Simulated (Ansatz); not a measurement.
Molecule: C$_{5}$H$_{5}$O (charge 0, doublet). It need not be the lowest isomer of its formula. 
Structure (B3LYP-D3(BJ)/def2-TZVP (Ansatz, a first-principles code) minimum search):
SMILES: [CH2]c1ccco1
```xyz
11

C      1.4928     0.1180     0.5513
C      1.1618     0.7620    -0.6093
O     -0.1420     0.5512    -0.9240
C     -0.6848    -0.2580     0.0630
C      0.3307    -0.5372     0.9951
C     -2.0019    -0.6226    -0.0199
H      2.4620     0.1224     1.0212
H      1.7212     1.3789    -1.2902
H      0.2127    -1.1436     1.8768
H     -2.6188    -0.2892    -0.8399
H     -2.4330    -1.2517     0.7429
```
Charge 0, spin multiplicity 2.

Basis-set convergence of Hartree-Fock and CCSD correlation energies (hartree) with Ansatz. Correlated levels leave the core frozen unless marked. UHF or UKS for open shells. No spin-orbit coupling. No relativistic terms.

The UHF reference is spin-contaminated (<S^2> 0.33 over the pure value in the largest basis). 

```tsv
basis	functions	E(HF)	E(corr, CCSD)
cc-pVDZ	109	-267.08624	-0.84785
cc-pVTZ	250	…	…
```

Task: Fill in the missing entries.

Result: 
- cc-pVTZ, E(HF): -267.15965
- cc-pVTZ, E(corr, CCSD): -1.02171
